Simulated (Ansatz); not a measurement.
Born–Oppenheimer molecular dynamics of C$_{2}$H$_{7}$AlO$_{2}$Si (13 atoms, charge 0, multiplicity 1). It starts from a relaxed structure.

All numbers below come from RKS PBE/STO-3G (Ansatz).

| Property | Result |
| --- | --- |
| ensemble | NVT, Langevin thermostat |
| time step | 0.25 fs |
| steps asked | 500 |
| set temperature | 400 K |
| friction | 0.05 /fs |
| seed | 377127 |

Frames 1.25 fs apart, positions in Å, forces in eV/Å.

Velocities at 15.0 fs (Å/ps):

```
C -2.65 -1.54 -0.71
C -4.23 -0.73 3.25
O 2.04 -2.27 -1.50
Si 2.09 2.15 0.38
Al 1.45 -0.69 2.54
O -8.27 -2.66 -4.22
H 7.42 -16.93 -19.32
H 34.89 -23.42 0.12
H 28.22 12.28 9.53
H -17.30 -13.40 -40.92
H 16.40 18.19 -10.65
H -22.60 32.27 -11.11
H 10.99 -4.43 6.05
```

```xyz
13
Properties=species:S:1:pos:R:3:forces:R:3 time_fs=15.0 energy_less_start_eV=0.276 T=338
C 0.328 -0.749 1.505 0.90 0.89 -0.51
C 0.441 -0.077 0.109 -0.71 -1.22 -0.17
O 1.776 -0.142 -0.465 1.30 0.32 1.17
Si -0.820 -0.737 -1.289 -1.04 -1.34 0.36
Al -0.694 1.304 -0.473 -1.04 1.78 -0.61
O -0.957 2.998 -0.793 0.59 -0.38 0.57
H 0.769 -1.746 1.473 -0.19 -0.86 0.13
H -0.700 -0.742 1.863 -0.64 -0.36 0.28
H 0.937 -0.180 2.221 0.18 0.27 0.55
H 2.328 0.129 0.400 0.10 -0.13 -0.90
H -1.637 -1.961 -0.879 0.69 1.10 -0.08
H -0.002 -1.257 -2.364 0.21 0.04 -0.46
H -1.644 3.028 -1.554 -0.35 -0.13 -0.33
13
Properties=species:S:1:pos:R:3:forces:R:3 time_fs=16.2 energy_less_start_eV=0.320 T=283
C 0.325 -0.749 1.503 3.45 0.39 -0.16
C 0.435 -0.080 0.112 -0.30 -1.13 -0.44
O 1.780 -0.143 -0.467 -0.47 -0.33 -0.84
Si -0.817 -0.736 -1.288 -0.96 -0.73 0.34
Al -0.692 1.306 -0.472 -1.10 1.70 -0.66
O -0.965 2.995 -0.798 1.24 -0.38 1.29
H 0.775 -1.775 1.455 -0.48 0.26 0.24
H -0.668 -0.775 1.869 -1.91 -0.21 0.73
H 0.971 -0.157 2.232 -0.68 -0.58 -0.30
H 2.304 0.113 0.349 1.48 0.54 1.31
H -1.613 -1.936 -0.882 0.38 0.63 0.05
H -0.030 -1.222 -2.391 0.34 -0.05 -0.53
H -1.637 3.022 -1.546 -0.97 -0.10 -1.03
13
Properties=species:S:1:pos:R:3:forces:R:3 time_fs=17.5 energy_less_start_eV=0.414 T=237
C 0.326 -0.746 1.501 3.60 -0.15 0.55
C 0.430 -0.083 0.115 -0.04 -0.96 -0.73
O 1.784 -0.141 -0.465 -1.58 -0.75 -2.09
Si -0.813 -0.737 -1.288 -0.64 -0.04 0.05
Al -0.692 1.311 -0.471 -1.09 1.32 -0.67
O -0.968 2.991 -0.803 1.31 -0.20 1.35
H 0.768 -1.802 1.445 -0.53 1.06 0.32
H -0.675 -0.815 1.877 -1.38 0.04 0.57
H 0.994 -0.132 2.241 -1.24 -1.18 -0.80
H 2.291 0.109 0.329 2.35 0.96 2.68
H -1.588 -1.909 -0.879 0.01 0.04 0.19
H -0.050 -1.195 -2.427 0.28 -0.05 -0.33
H -1.643 3.015 -1.546 -1.05 -0.11 -1.10
13
Properties=species:S:1:pos:R:3:forces:R:3 time_fs=18.8 energy_less_start_eV=0.340 T=355
C 0.333 -0.742 1.499 1.99 -0.75 1.25
C 0.425 -0.084 0.118 0.14 -0.80 -1.06
O 1.787 -0.141 -0.465 -0.94 -0.32 -0.69
Si -0.810 -0.737 -1.287 -0.23 0.52 -0.40
Al -0.691 1.318 -0.470 -1.08 0.78 -0.67
O -0.973 2.984 -0.809 0.44 0.22 0.38
H 0.753 -1.814 1.438 -0.31 1.31 0.32
H -0.701 -0.859 1.887 0.10 0.43 0.05
H 1.003 -0.122 2.240 -1.35 -1.32 -0.82
H 2.289 0.125 0.358 1.63 0.58 1.41
H -1.569 -1.885 -0.868 -0.29 -0.47 0.30
H -0.062 -1.169 -2.470 0.08 0.00 0.08
H -1.649 3.015 -1.583 -0.19 -0.19 -0.15
13
Properties=species:S:1:pos:R:3:forces:R:3 time_fs=20.0 energy_less_start_eV=0.333 T=383
C 0.343 -0.739 1.498 0.09 -1.24 1.38
C 0.422 -0.087 0.118 0.34 -0.61 -1.18
O 1.792 -0.141 -0.466 0.21 0.41 1.51
Si -0.807 -0.737 -1.286 0.01 1.08 -0.68
Al -0.692 1.325 -0.469 -1.03 0.28 -0.63
O -0.980 2.978 -0.817 -0.14 0.59 -0.33
H 0.739 -1.803 1.436 0.08 0.91 0.25
H -0.719 -0.903 1.904 1.22 0.85 -0.40
H 0.998 -0.137 2.228 -0.99 -0.93 -0.40
H 2.304 0.155 0.408 0.41 -0.11 -0.72
H -1.546 -1.863 -0.845 -0.55 -0.94 0.37
H -0.081 -1.133 -2.506 0.00 -0.04 0.32
H -1.649 3.005 -1.623 0.36 -0.23 0.52
13
Properties=species:S:1:pos:R:3:forces:R:3 time_fs=21.2 energy_less_start_eV=0.445 T=383
C 0.353 -0.739 1.494 -1.93 -1.41 0.97
C 0.416 -0.088 0.117 0.61 -0.44 -1.22
O 1.796 -0.140 -0.464 0.82 0.88 2.84
Si -0.804 -0.736 -1.286 -0.05 1.25 -0.80
Al -0.694 1.330 -0.467 -1.02 -0.06 -0.62
O -0.988 2.972 -0.828 -0.04 0.79 -0.25
H 0.726 -1.775 1.435 0.67 -0.22 0.08
H -0.716 -0.942 1.928 1.67 1.16 -0.75
H 0.974 -0.167 2.205 -0.05 -0.04 0.55
H 2.319 0.181 0.450 -0.33 -0.57 -2.03
H -1.542 -1.852 -0.818 -0.53 -1.00 0.28
H -0.096 -1.096 -2.537 -0.05 -0.12 0.52
H -1.634 2.994 -1.647 0.24 -0.23 0.42
13
Properties=species:S:1:pos:R:3:forces:R:3 time_fs=22.5 energy_less_start_eV=0.575 T=377
C 0.363 -0.743 1.492 -3.11 -1.10 0.01
C 0.411 -0.087 0.115 0.94 -0.43 -1.05
O 1.799 -0.140 -0.458 1.01 1.09 3.27
Si -0.802 -0.736 -1.287 -0.60 0.86 -0.42
Al -0.695 1.334 -0.465 -1.05 -0.25 -0.64
O -0.998 2.967 -0.838 0.38 0.88 0.26
H 0.719 -1.748 1.439 1.33 -1.58 -0.13
H -0.668 -0.963 1.952 0.90 1.16 -0.77
H 0.937 -0.199 2.194 1.18 1.03 1.66
H 2.332 0.193 0.473 -0.68 -0.76 -2.51
H -1.557 -1.863 -0.786 -0.10 -0.43 -0.06
H -0.109 -1.061 -2.553 0.00 -0.26 0.48
H -1.608 2.986 -1.665 -0.19 -0.22 -0.09
13
Properties=species:S:1:pos:R:3:forces:R:3 time_fs=23.8 energy_less_start_eV=0.622 T=382
C 0.370 -0.750 1.495 -2.50 -0.66 -1.03
C 0.406 -0.086 0.109 1.38 -0.55 -0.43
O 1.801 -0.142 -0.448 0.87 0.95 2.69
Si -0.800 -0.734 -1.288 -1.13 0.41 -0.18
Al -0.696 1.338 -0.462 -1.12 -0.29 -0.70
O -1.011 2.965 -0.847 0.70 0.90 0.71
H 0.728 -1.740 1.445 1.62 -2.13 -0.28
H -0.605 -0.968 1.961 -0.73 0.86 -0.32
H 0.917 -0.224 2.209 1.79 1.56 2.04
H 2.345 0.183 0.462 -0.71 -0.64 -2.11
H -1.582 -1.875 -0.761 0.33 0.12 -0.38
H -0.123 -1.035 -2.569 0.01 -0.34 0.52
H -1.584 2.975 -1.686 -0.51 -0.21 -0.53
13
Properties=species:S:1:pos:R:3:forces:R:3 time_fs=25.0 energy_less_start_eV=0.511 T=418
C 0.374 -0.754 1.501 -0.06 -0.68 -0.98
C 0.404 -0.087 0.101 1.85 -0.59 0.34
O 1.804 -0.145 -0.437 0.17 0.46 1.07
Si -0.799 -0.733 -1.288 -1.60 0.20 0.10
Al -0.696 1.341 -0.460 -1.19 -0.30 -0.77
O -1.022 2.965 -0.857 0.65 0.91 0.65
H 0.752 -1.763 1.441 1.14 -1.02 -0.23
H -0.562 -0.962 1.962 -2.25 0.44 0.26
H 0.926 -0.236 2.256 1.20 0.99 0.92
H 2.344 0.171 0.420 -0.17 -0.19 -0.71
H -1.606 -1.881 -0.747 0.63 0.47 -0.60
H -0.137 -1.005 -2.576 0.10 -0.46 0.40
H -1.567 2.963 -1.717 -0.46 -0.23 -0.45
13
Properties=species:S:1:pos:R:3:forces:R:3 time_fs=26.2 energy_less_start_eV=0.549 T=415
C 0.376 -0.755 1.508 2.21 -0.78 -0.20
C 0.404 -0.086 0.090 2.28 -0.68 1.17
O 1.804 -0.150 -0.426 -1.25 -0.52 -1.67
Si -0.799 -0.732 -1.290 -2.00 0.20 0.49
Al -0.695 1.343 -0.459 -1.30 -0.11 -0.88
O -1.028 2.969 -0.867 0.56 0.78 0.49
H 0.783 -1.795 1.436 0.35 0.40 -0.06
H -0.554 -0.942 1.962 -2.79 0.14 0.55
H 0.958 -0.237 2.319 0.08 0.07 -0.76
H 2.340 0.167 0.354 1.11 0.73 1.76
H -1.625 -1.881 -0.749 0.79 0.60 -0.68
H -0.154 -0.979 -2.570 0.30 -0.58 0.03
H -1.553 2.951 -1.746 -0.33 -0.24 -0.24
13
Properties=species:S:1:pos:R:3:forces:R:3 time_fs=27.5 energy_less_start_eV=0.691 T=280
C 0.381 -0.760 1.518 2.41 -0.97 0.54
C 0.404 -0.083 0.083 2.63 -0.74 1.85
O 1.803 -0.154 -0.417 -2.12 -1.24 -3.30
Si -0.800 -0.731 -1.290 -2.22 0.35 0.94
Al -0.696 1.344 -0.460 -1.35 0.08 -0.91
O -1.035 2.973 -0.875 0.41 0.63 0.22
H 0.813 -1.827 1.416 -0.30 1.44 0.24
H -0.580 -0.920 1.966 -1.75 0.07 0.22
H 0.987 -0.227 2.369 -0.68 -0.61 -1.83
H 2.353 0.179 0.308 1.86 1.39 3.12
H -1.620 -1.875 -0.745 0.74 0.52 -0.65
H -0.169 -0.969 -2.553 0.55 -0.70 -0.48
H -1.547 2.937 -1.770 -0.17 -0.21 0.05
13
Properties=species:S:1:pos:R:3:forces:R:3 time_fs=28.8 energy_less_start_eV=0.587 T=370
C 0.388 -0.766 1.528 1.18 -1.13 0.76
C 0.410 -0.079 0.078 2.47 -0.73 2.33
O 1.800 -0.159 -0.413 -0.51 -0.59 -1.88
Si -0.804 -0.730 -1.290 -1.88 0.60 0.76
Al -0.697 1.346 -0.462 -1.33 0.19 -0.88
O -1.040 2.979 -0.882 0.46 0.47 0.29
H 0.840 -1.839 1.397 -0.69 1.79 0.48
H -0.622 -0.902 1.972 -0.13 0.05 -0.35
H 0.998 -0.232 2.387 -0.81 -0.70 -1.98
H 2.394 0.224 0.308 0.44 0.67 1.42
H -1.600 -1.868 -0.751 0.52 0.24 -0.51
H -0.173 -0.969 -2.557 0.51 -0.67 -0.41
H -1.535 2.929 -1.785 -0.22 -0.19 -0.02
```

Of the whole run (125 fs, mean temperature of the second half 377 K): A run of 0.12 ps of so small a system gives no equilibrium averages. Limits of this set-up: minimal basis.

The run took 16 min on 1 thread of Arm Neoverse V2 (shared host), peak memory 0.09 GiB.
